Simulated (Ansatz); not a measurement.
(HBe-mu-Cl)2 (Be2H2Cl2), relaxed as a singlet with RKS PBE-D4/def2-TZVP in Ansatz, starting from the GFN2-xTB geometry. Force threshold 0.02 eV/Å.

Another isomer (singlet) lies 0.28 eV lower at PBE0-D4/def2-TZVP; other spin states weren't run for this one.

Start:

Cartesian coordinates in Å:
```
Be 0.9787 -0.4672 -0.6787
Be -0.9787 0.4669 0.6780
Cl 0.2187 -1.0302 1.0263
Cl -0.2194 1.0297 -1.0259
H 1.9630 -0.9301 -1.3537
H -1.9623 0.9309 1.3540
```

(1) Estimate the energy that the relaxation releases and the steps that it takes.

(2) Does the start keep its bonding and symmetry?

(3) Predict the relaxed structure.

## Answers

(1) 3.7 kcal/mol, in 5 steps; 7 s on 2 threads of AMD EPYC 7R43 on a shared host. No frequencies were taken in this run, so the end may be a saddle point.

(2) By distances, no bond broke or formed. The bond that changes most is Be2–Cl4, from 1.95 to 2.01 Å (atoms count from 1). Point group D2h at the start, D2h at the end, both within 0.05 Å.

(3) 
| atom | x (Å) | y (Å) | z (Å) |
| --- | --- | --- | --- |
| Be1 | 0.9874 | -0.4688 | -0.6817 |
| Be2 | -0.9874 | 0.4688 | 0.6817 |
| Cl3 | 0.2304 | -1.0829 | 1.0784 |
| Cl4 | -0.2305 | 1.0827 | -1.0785 |
| H5 | 2.0159 | -0.9569 | -1.3916 |
| H6 | -2.0157 | 0.9571 | 1.3918 |
Bond lengths (bridged metal pairs left out): 4 × Be–Cl 2.01 Å; 2 × Be–H 1.34 Å.
